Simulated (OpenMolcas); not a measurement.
An atom or ion with 22 electrons was computed by SS-CASPT2, IPEA 0.25 Eh, imaginary shift 0.1 Eh with spin-orbit coupling (OpenMolcas, ANO-RCC-VTZP, DKH2). The lowest levels that the run gave, each within 12 % of the measured value where one is at hand:

| J | Parity | E (cm⁻¹) | g |
| --- | --- | --- | --- |
| 0 | even | 0.0 |  |
| 1 | even | 218 | 1.501 |
| 2 | even | 637 | 1.501 |
| 3 | even | 1231 | 1.501 |
| 4 | even | 1976 | 1.501 |
| 0 | even | 28700 |  |
| 4 | even | 29610 | 0.809 |
| 1 | even | 29780 | 1.499 |
| 5 | even | 30100 | 1.037 |
| 6 | even | 30630 | 1.166 |
| 2 | even | 31960 | 1.439 |
| 2 | even | 32070 | 0.727 |

Q: Which ion is it, and what are the configurations and terms?

A: Co VI (Z = 27, charge +5; active space 4 electrons in 5 orbitals (3d)). J, parity and g give the terms where levels are pure, and mixed ones are named by the computed weights; the size of the splittings, set against known spectra of the 22-electron sequence, gives the charge. In order, with the measured energies in cm⁻¹ (Sugar and Corliss, J. Phys. Chem. Ref. Data 10, 1097 (1981)): 3d⁴ ⁵D₀, 3d⁴ ⁵D₁ (204), 3d⁴ ⁵D₂ (589), 3d⁴ ⁵D₃ (1125), 3d⁴ ⁵D₄ (1782), 3d⁴ ³P₀ (27166), 3d⁴ ³H₄ (28377), 3d⁴ ³P₁ (28462), 3d⁴ ³H₅ (28806), 3d⁴ ³H₆ (29234), 3d⁴ ³P₂ (30506), 3d⁴ ³F₂ (30555).

Term energies are means over components that CASPT2 splits; among the terms shown or strongly mixed into the levels shown the widest spread is 130 cm-1 (3d⁴ ³F). Some high roots are left out of the spin-orbit mixing, which shifts the levels that they would mix with. Some levels mix across a computed gap that differs much from the measured one, so their mixing is not that of the real levels. Measured partners are found by configuration, term and J. A level has none where our copy of the source lacks it or the pairing is in doubt (some pairs that miss far off the trend of their configuration count as doubtful), and it then counts in no deviation. Levels of configurations outside the active space are missing.
